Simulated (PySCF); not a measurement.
# Computed data sheet: `C#CC#CCCCl`

Species: C₆H₅Cl.
Geometry (GFN2-xTB, Å), atoms numbered from 1 in this order:
```xyz
12
C6H5Cl angstrom
C      3.714    1.259    0.436
C      2.634    0.744    0.306
C      1.415    0.161    0.156
C      0.341   -0.372    0.021
C     -0.954   -0.994   -0.143
C     -2.053    0.066   -0.133
Cl    -3.655   -0.699   -0.337
H      4.655    1.708    0.550
H     -0.977   -1.541   -1.091
H     -1.120   -1.709    0.668
H     -1.926    0.771   -0.954
H     -2.072    0.605    0.815
```

Among its groups: alkyne and C–Cl bond.

From GFN2-xTB geometry:

```yaml
Point_group_of_the_GFN2-xTB_geometry: Cs
Rotational_constants_A_B_C_of_the_GFN2-xTB_geometry: 19.928, 0.597, 0.584 GHz
```

**PBE0/def2-SVPD ground state and vertical TDDFT (core frozen in the response) (PySCF)**

```yaml
Dipole_moment: 1.16 D
HOMO_energy: -7.47 eV
LUMO_energy: -0.93 eV
HOMO–LUMO_gap: 6.54 eV
Lowest_singlet_excitation: 4.72 eV (262 nm, f = 0.000)
Strongest_line_among_the_6_lowest_singlet_transitions: S4 at 6.77 eV (183 nm, f = 0.304)
Lowest_triplet_excitation_Tamm–Dancoff: 3.80 eV
Static_isotropic_polarisability: 92.6 au
Electronic_spatial_extent_⟨r²⟩_about_the_centre_of_nuclear_charge: 1721 bohr²
```

PBE0/pcSseg-1 ground state and GIAO shieldings, non-relativistic (PySCF):

```yaml
Lowest_Hirshfeld_atomic_charge: -0.08 e on C1
Highest_Hirshfeld_atomic_charge: +0.10 e on H8
13C_chemical_shifts_computed_TMS_as_zero_by_class: 77.2 (C4), 75.5 (C3), 73.6 (C2), 72.9 (C1), 48.2 (C6), 26.3 (C5) ppm
1H_chemical_shifts_computed_TMS_as_zero_by_class: 3.64 (H11/H12), 2.74 (H9/H10), 1.24 (H8) ppm
Isotropic_shieldings_of_nuclei_other_than_C_and_H_by_class: 845 (Cl7) ppm
Mayer_bond_orders_between_heavy_atoms: C1–C2 2.27, C2–C3 0.96, C3–C4 2.10, C4–C5 1.17, C5–C6 1.01, C6–Cl7 0.99
```

Monoisotopic mass from the formula: 112.0080 u.

 The largest Löwdin shares of the LUMO are 0.21 on C1, 0.18 on C4, 0.17 on C2 and 0.16 on C3. The dipole matches unit charges of opposite sign 0.24 Å apart (1 e·Å = 4.8032 D). With B = h/(8π²I), that is 505.379 GHz u Å² over I, the principal moments of inertia are 25.4, 847.0 and 866.0 u Å² (most abundant isotopes); the inertial defect Ic − Ia − Ib is -6.4 u Å² (zero for a rigid planar frame, negative otherwise). The polarisability is 13.73 Å³ as a volume (1 au = 0.148185 Å³), or 1.60 au for each of the 58 electrons. The 6 singlets span 4.72 to 6.83 eV, and their oscillator strengths add up to 0.31. No computed singlet falls in the visible range (750 to 380 nm, 1.65 to 3.26 eV); S1 lies 1.46 eV above its blue end. The rotational constants make it an asymmetric top with κ = (2B − A − C)/(A − C) = -1.00, nearer the prolate limit (−1).

The structure is a single GFN2-xTB conformer in the gas phase; no vibrational or solvent corrections.

For the TDDFT job (PBE0/def2-SVPD), on one thread, Arm Neoverse V1 (aarch64) (shared host), this took 23 s and 0.71 GiB of memory at its peak.
